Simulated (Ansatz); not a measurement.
GaH2(NH2) (GaNH₄), relaxed as a singlet with RKS r2SCAN-D4/def2-TZVP in Ansatz, starting from the GFN2-xTB geometry. Force threshold 0.02 eV/Å.

Start:

```xyz
6

Ga    0.095    0.286   -0.792
H    -0.110    1.792   -1.081
H     0.471   -0.714   -1.911
N    -0.115   -0.322    0.891
H     0.000   -1.283    1.189
H    -0.342    0.241    1.703
```

```
step  energy (eV)  largest force component (eV/Å)  SCF passes
   1  -53932.8329                           0.693          25
   2  -53932.8506                           0.400          28
   3  -53932.8506                           0.350          28
   4  -53932.8540                           0.022          29
   5  -53932.8540                           0.005          29
```

Force components are those of the run's own axes.

End:

```xyz
6

Ga    0.097    0.291   -0.808
H    -0.121    1.815   -1.024
H     0.470   -0.767   -1.883
N    -0.107   -0.319    0.886
H     0.009   -1.282    1.158
H    -0.349    0.262    1.672
```

By distances, no bond broke or formed. The bond that changes most is Ga1–N4, from 1.80 to 1.81 Å (atoms count from 1).

No frequencies were taken in this run, so the end may be a saddle point.

Hardware: 4 threads of Arm Neoverse V2 on a shared host. Wall time 5.5 s.
